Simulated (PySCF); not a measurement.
# Reading the logs of faulty runs: BFH2O2

All numbers below are calculated, not measured. The program is PySCF 2.14.0, an open-source quantum chemistry code, run on an isolated molecule that a program drew, which may never have been made. The molecule is BFH2O2 (charge 0, singlet), drawn as the SMILES string `OB(O)F`.

Each row is a Hartree-Fock (HF) and frozen-core CCSD(T) single point in the cc-pVDZ basis, meant for a local HF minimum. Run 1 is clean. Each other run has one planted mistake out of seven kinds, and not every kind appears here: one electron removed, one electron added, multiplicity raised by two, geometry at a saddle point, minimal basis STO-3G, one bond length entered in bohr, all coordinates scaled. The reference is restricted for singlets and unrestricted otherwise, and also for a bond in bohr. Adding or removing an electron swaps singlet and doublet. Electrons count all cores. HOMO and LUMO are orbital energies over both spins, the gradient is its largest component, and the lowest frequency (negative if imaginary) is given only where the gradient is small. Bond lengths are over the 5 bonds as drawn. T1 is the CCSD diagnostic: over 0.02 (restricted) or 0.045 (unrestricted) a single reference is doubtful.

Geometry of the clean run:
```xyz
6
BFH2O2, angstrom
O    -1.2717   -0.8501   -0.9153
B    -0.1199   -1.5284   -1.0458
O     0.0238   -2.4484   -2.0136
F     0.8976   -1.2844   -0.2007
H    -1.2595   -0.2301   -0.2021
H     0.8738   -2.8617   -2.0108
```

| run | electrons | basis functions | <S^2> | HOMO (eV) | LUMO (eV) | gradient (hartree/bohr) | lowest frequency (cm^-1) | mean bond (Å) | longest bond (Å) | T1 | HF (hartree) | CCSD(T) (hartree) | mistake |
|---|---|---|---|---|---|---|---|---|---|---|---|---|---|
| 1 | 32 | 66 | 0.000 | -13.95 | 4.93 | 2.6e-05 | 468 | 1.1843 | 1.345 | 0.0120 | -275.21091 | -275.87460 | no fault |
| 2 | 33 | 66 | 0.752 | 4.32 | 9.23 | 7.8e-02 | - | 1.1843 | 1.345 | 0.0642 | -275.03738 | -275.72383 | one electron added |
| 3 | 32 | 66 | 2.006 | -3.62 | -1.79 | 1.4e-01 | - | 1.1843 | 1.345 | 0.0297 | -274.89363 | -275.53091 | multiplicity raised by two |
| 4 | 32 | 66 | 0.000 | -14.04 | 5.43 | 1.4e-01 | - | 1.0836 | 1.231 | 0.0098 | -275.14473 | -275.79074 | ? |
| 5 | 32 | 66 | 0.812 | -13.16 | 2.10 | 2.5e-02 | - | 1.3525 | 1.786 | 0.0562 | -275.07386 | -275.72597 | ? |

**Which mistake was planted in run 4, and what did it cost?**

The mean and the longest bond both change by the same factor, 0.915, and the gradient is no longer small. So the mistake is: all coordinates scaled. Subtracting run 1 and multiplying by 627.51 kcal/mol a hartree, the energy moved by 41.5 kcal/mol in HF and 52.6 kcal/mol in CCSD(T).

**Which mistake was planted in run 5, and what did it cost?**

The mean bond changes by a factor of 1.142 and the longest by 1.328, so the molecule wasn't scaled as a whole. A length L in bohr read as angstrom grows by (1/0.5292 - 1) L = 0.890 L. The 5 bonds together grew by 5 x 0.1682 = 0.841 Å, which gives L = 0.945 Å. That is the length of one of the H-O bonds, 0.945 Å in the clean geometry. So the mistake is: one bond length entered in bohr. Subtracting run 1 and multiplying by 627.51 kcal/mol a hartree, the energy moved by 86.0 kcal/mol in HF and 93.3 kcal/mol in CCSD(T).

Cautions from the logs. Run 2: T1 is over the limit, so its CCSD(T) energy is less reliable and the HOMO is above zero, so the electron isn't bound and the energy depends on the basis; run 5: T1 is over the limit, so its CCSD(T) energy is less reliable.
